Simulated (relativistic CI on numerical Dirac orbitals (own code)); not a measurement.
**Forbidden transitions in Ir⁷⁶⁺**

These numbers are calculated, not measured: Dirac equation for one electron, model QED (radiative potential, 1s self-energy scaled to tabulated hydrogen-like ionisation energies) (own radial code, finite nucleus).

Configuration list: 1s, 2s, 2p, 3s, 3p, 3d, 4s, 4p, 4d, 4f, 5s, 5p, 5d, 5f, 5g, 6s, 6p, 6d. Levels of other configurations are missing.

```tsv
λ vac (Å)	Lower	Upper	Type	A (s⁻¹)	log gf
0.1444	1s 2S_1/2 [1]	6d 2D_5/2 [30]	E2	1.82e+13	-3.47
0.1445	1s 2S_1/2 [1]	6d 2D_3/2 [28]	E2	2.10e+13	-3.58
0.1461	1s 2S_1/2 [1]	5d 2D_5/2 [22]	E2	2.99e+13	-3.24
0.1462	1s 2S_1/2 [1]	5d 2D_3/2 [19]	E2	3.47e+13	-3.35
0.1494	1s 2S_1/2 [1]	4d 2D_5/2 [15]	E2	5.27e+13	-2.98
0.1495	1s 2S_1/2 [1]	4d 2D_3/2 [12]	E2	6.19e+13	-3.08
0.1568	1s 2S_1/2 [1]	3d 2D_5/2 [9]	E2	9.24e+13	-2.69
0.1571	1s 2S_1/2 [1]	3d 2D_3/2 [7]	E2	1.10e+14	-2.79
0.1583	1s 2S_1/2 [1]	3s 2S_1/2 [6]	M1	1.13e+13	-4.07
0.1891	1s 2S_1/2 [1]	2s 2S_1/2 [3]	M1	2.66e+13	-3.55
0.6423	2p 2P°_1/2 [2]	5f 2F°_5/2 [21]	E2	6.72e+12	-2.60
0.7155	2p 2P°_3/2 [4]	5f 2F°_7/2 [24]	E2	8.05e+12	-2.31
0.7994	2p 2P°_3/2 [4]	4f 2F°_7/2 [16]	E2	1.20e+13	-2.04
```

Terms are leading LS components. Brackets give the number of a level in order of energy, since labels repeat. The list gives strong lines, with weight on those to low levels. Levels whose partners in the same complex of configurations lie outside the list can be far off, and so can their lines. Rates are taken at the computed energies, electric ones in the length gauge.
